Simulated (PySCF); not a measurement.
C3H9NSi, SMILES C1CC1[SiH2]N.

Geometry optimised at B3LYP-D3(BJ)/def2-SVP. One conformer was computed; it need not be the lowest.

Method: M06-2X/def2-TZVP (PySCF).

Gas-phase values at a fixed geometry.

Computed frontier levels, gap, dipole moment and polarisability:
```json
{
  "highest_occupied_level": "-8.45 eV",
  "lowest_empty_level": "1.23 eV",
  "orbital_gap": "9.68 eV",
  "dipole_moment": "0.321 e·Å",
  "quadrupole, principal values (traceless, Buckingham form, about the centre of nuclear charge)": "-5.23, 0.86, 4.37 D·Å",
  "mean_static_polarisability": "67.0 bohr³ (9.92 Å³)",
  "polarisability_principal_values": "59.3, 64.1, 77.4 bohr³"
}
```
